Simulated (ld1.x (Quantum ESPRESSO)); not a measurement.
Configuration tests for xenon (RRKJ)

* Element: Xe (Z = 54)
* Generator: ld1.x (Quantum ESPRESSO) 7.5
* Type: norm-conserving RRKJ (Kleinman–Bylander form)
* Functional: PBE
* Relativity: scalar-relativistic
* Frozen core: [Ar] 3d10
* Valence charge: 26
* Reference configuration: 4s2 4p6 4d10 5s2 5p6
* Partial waves: 4s (bound): rc 1.05 bohr; 4p (bound): rc 1.35 bohr; 4d (bound): rc 1.20 bohr
* Local potential: the d channel
* Core correction: a·sin(br)/r model core inside 0.50 bohr
* rho0: 0.001

Occupied shells without a wave of their own: 5p, 5s. They enter only through the test configuration that unscreens the potential, and ld1.x also counts them in the model core charge.

Energies are relative to the spin-unpolarised reference configuration 4s2 4p6 4d10 5s2 5p6; without spin polarisation the order of configurations can differ from experiment.

ld1.x takes every shell without a wave as core, so the model core holds the 5p, 5s electrons as well and exchange and correlation see them twice. This cancels in the reference configuration, but the file is broken for other ones, and its errors say nothing about a proper core correction.

```csv
valence configuration,charge,ΔE all-electron (eV),error AE − PS (meV)
4s2 4p6 4d10 5s2 5p5,+1,12.537,-752
4s2 4p6 4d10 5s2 5p4,+2,34.288,-1974
4s2 4p6 4d10 5s2 5p3,+3,66.010,-3718
4s2 4p6 4d10 5s1 5p6,+1,24.683,-485
4s2 4p6 4d10 5s2 5p2,+4,108.325,-6052
4s2 4p6 4d10 5s2 5p5.5,+0.5,5.171,-320
4s2 4p6 4d9 5s2 5p6,+1,67.712,-2.9
```

The potential misses its own reference levels by up to 0.5 eV.
